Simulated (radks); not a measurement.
Q: The mercury ion Hg2+, [Xe] 4f14 5d10. Calculated with a radial shooting solver on a logarithmic mesh with Libxc functionals: non-relativistic Kohn-Sham, PBE, spin-polarised, spherical densities, point nucleus. Every spin shell is full or empty, so the densities are truly spherical. Functionals are evaluated on that one density, not self-consistently. Rank these exchange functionals by their error against the exact value of the orbitals, and give that value: LDA, PBE, PBEsol, revPBE, AM05, SOGGA, G96, EV93, APBE, revTPSS, SCAN, MVS.

A: Exact: -344.769 hartree. From best to worst, with 100 (|E| - |E exact|)/|E exact| (equal figures are ties): SCAN +0.06, MVS +0.09, APBE +0.25, revPBE -0.25, PBE -0.34, G96 +0.47, EV93 -0.50, revTPSS -0.90, PBEsol -1.79, SOGGA -1.80, AM05 -3.60, LDA -3.80.
